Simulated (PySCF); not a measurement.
**SiCl3 at several levels of theory**

All levels use the PBE0 minimum (doublet; Si–Cl 2.060 Å (×3); Cl–Si–Cl 109.2° (×3)), basis [Si def2-SVP, Cl def2-SVP], no relativity, density fitting, no spin–orbit coupling, PySCF. For vertical energies the ionised species is a singlet (spins chosen at PBE0 and kept) and the electron-attached one a singlet. Atomisation goes to high-spin ground-configuration atoms, without zero-point energy. Open shells are unrestricted, also as the reference of the correlated levels. A dash marks a value that was not computed or is not defined at that level.

```xyz
4
charge 0 multiplicity 2, angstrom
Si    0.0000    0.0000   -0.5488
Cl    1.9388    0.0000    0.1463
Cl   -0.9694    1.6791    0.1463
Cl   -0.9694   -1.6791    0.1463
```

| level | atomisation (kJ/mol) | vertical IP (eV) | vertical EA (eV) | −ε(HOMO) (eV) | dipole (D) |
| --- | --- | --- | --- | --- | --- |
| PBE0 | 1129 | 9.30 | 1.48 | 7.08 | 0.75 |
| HF | 807 | 9.31 | 0.59 | 10.19 | 1.20 |
| MP2 | – | 8.91 | 1.05 | – | – |
| PBE | 1160 | 8.93 | 1.34 | 5.78 | 0.55 |
| CCSD(T) | – | ? | ? | – | – |
| r2SCAN | – | 9.31 | 1.36 | 6.30 | 0.75 |
| B3LYP | ? | ? | ? | ? | ? |
| TPSSh | 1123 | 9.25 | 1.45 | 6.55 | 0.73 |
| PBEsol | – | 8.91 | 1.35 | 5.74 | 0.53 |
| LC-wPBE | – | 9.66 | 1.60 | 9.77 | 0.92 |

Fill in the row of CCSD(T).

vertical IP (eV) 8.83, vertical EA (eV) 1.10.

Fill in the row of B3LYP.

atomisation (kJ/mol) 1078, vertical IP (eV) 9.13, vertical EA (eV) 1.45, −ε(HOMO) (eV) 6.70, dipole (D) 0.70.

For SiCl₃ itself CCSD(T) correlates 25 electrons; T1 = 0.012, D1 = 0.055, (T) = -31 kJ/mol.

Without diffuse functions attachment energies tend to come out too low.
